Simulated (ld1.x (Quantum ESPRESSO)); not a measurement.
**Reading a pseudo-wave (gold (Au))**

Columns: radius, all-electron u(r) and pseudo u(r) of the 6s shell (level -6.94 eV) of gold in the configuration [Xe] 4f14 5d10 6s0.5 6p0.5; LDA (PZ), scalar-relativistic, PAW scheme, ld1.x (Quantum ESPRESSO) 7.5.

| r (bohr) | all-electron | pseudo |
| --- | --- | --- |
| 0.135 | 0.1410 | -0.0343 |
| 0.270 | -0.1615 | -0.0697 |
| 0.405 | -0.1164 | -0.1073 |
| 0.540 | 0.1433 | -0.1479 |
| 0.675 | 0.2978 | -0.1921 |
| 0.810 | 0.2964 | -0.2397 |
| 0.945 | 0.1898 | -0.2905 |
| 1.080 | 0.0359 | -0.3437 |
| 1.215 | -0.1256 | -0.3980 |
| 1.350 | -0.2729 | -0.4520 |
| 1.485 | -0.3967 | -0.5038 |
| 1.620 | -0.4946 | -0.5516 |
| 1.755 | -0.5677 | -0.5936 |
| 1.890 | -0.6189 | -0.6280 |
| 2.025 | -0.6516 | -0.6536 |
| 2.160 | -0.6689 | -0.6690 |
| 2.295 | -0.6740 | -0.6740 |
| 2.430 | -0.6692 | -0.6692 |
| 2.565 | -0.6569 | -0.6569 |
| 2.700 | -0.6389 | -0.6389 |
| 2.835 | -0.6167 | -0.6167 |
| 2.970 | -0.5915 | -0.5915 |
| 3.105 | -0.5643 | -0.5643 |
| 3.240 | -0.5360 | -0.5360 |
| 3.375 | -0.5070 | -0.5070 |
| 3.510 | -0.4781 | -0.4781 |

Q: How many radial nodes do the two functions have?

A: The all-electron 6s function has n − l − 1 = 5 (the table is too coarse to show those close to the nucleus); the pseudo-wave has 0, since the states of the same l below it are removed with the core.

Q: At about which radius was the pseudo-wave matched?

A: 2.25 bohr, where the columns begin to agree (steps of 0.14 bohr).

Q: Is the pseudo-wave norm-conserving?

A: No, it belongs to a PAW set: the norm inside the radius is not constrained, and the difference is carried by the augmentation charge.
